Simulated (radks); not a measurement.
Cd II, 47 electrons, occupied as [Kr] 4d8.5 5p2.5 (fractional occupations, a model configuration).

Calculated with a radial shooting solver on a logarithmic mesh with Libxc functionals: non-relativistic Kohn-Sham, SCAN, spin-polarised, spherical densities, point nucleus; open shells are filled with parallel spins first (spin-orbit coupling, left out, can overturn this in heavy ions); meta-GGA in the generalised Kohn-Sham scheme; relativity is left out, which matters for an element this heavy.

Energy parts (eV):
part                       energy
total                 -148751.949
kinetic                148692.895
electron-nucleus      -353197.500
Hartree                 59859.650
exchange-correlation    -4106.993

Orbitals (lengths in bohr, moments of r in powers of bohr; r(max) is where P^2 peaks; r(90%) holds 90 % of the orbital's charge):
| orbital | occ. | eigenvalue (eV) | r(90%) | <r> | <1/r> | r(max) |
|---|---|---|---|---|---|---|
| 1s up | 1 | -25717.91 | 0.0564 | 0.03171 | 47.47 | 0.02099 |
| 1s down | 1 | -25717.84 | 0.0564 | 0.03171 | 47.47 | 0.02099 |
| 2s up | 1 | -3769.988 | 0.211 | 0.1373 | 10.83 | 0.1163 |
| 2s down | 1 | -3769.621 | 0.211 | 0.1373 | 10.83 | 0.1163 |
| 2p up | 3 | -3512.201 | 0.190 | 0.1173 | 10.82 | 0.09133 |
| 2p down | 3 | -3511.865 | 0.190 | 0.1173 | 10.82 | 0.09133 |
| 3s up | 1 | -722.8224 | 0.544 | 0.3701 | 3.882 | 0.3353 |
| 3s down | 1 | -722.6317 | 0.543 | 0.3701 | 3.881 | 0.3353 |
| 3p up | 3 | -617.4237 | 0.544 | 0.3622 | 3.792 | 0.3222 |
| 3p down | 3 | -617.1629 | 0.543 | 0.3622 | 3.791 | 0.3223 |
| 3d up | 5 | -423.9054 | 0.528 | 0.3346 | 3.636 | 0.2667 |
| 3d down | 5 | -423.4831 | 0.527 | 0.3345 | 3.636 | 0.2668 |
| 4s up | 1 | -121.9223 | 1.31 | 0.9047 | 1.510 | 0.8215 |
| 4s down | 1 | -120.1189 | 1.31 | 0.9051 | 1.509 | 0.8216 |
| 4p up | 3 | -87.6655 | 1.42 | 0.9632 | 1.401 | 0.8551 |
| 4p down | 3 | -85.8644 | 1.41 | 0.9629 | 1.401 | 0.8550 |
| 4d up | 5 | -32.0755 | 1.85 | 1.190 | 1.120 | 0.9581 |
| 4d down | 3.5 | -30.1341 | 1.83 | 1.179 | 1.127 | 0.9573 |
| 5p up | 2.5 | -11.3519 | 4.40 | 2.994 | 0.4207 | 2.587 |

The highest occupied level is 5p up at -11.352 eV. The electron density at the nucleus is 7.764e+04 e/bohr^3. The density falls to 0.001 e/bohr^3 at r = 4.56 bohr. Summed over all electrons, <r^2> = 50.43 bohr^2, which gives a Langevin (diamagnetic) susceptibility term of -39.9 x 10^-6 cm^3/mol.
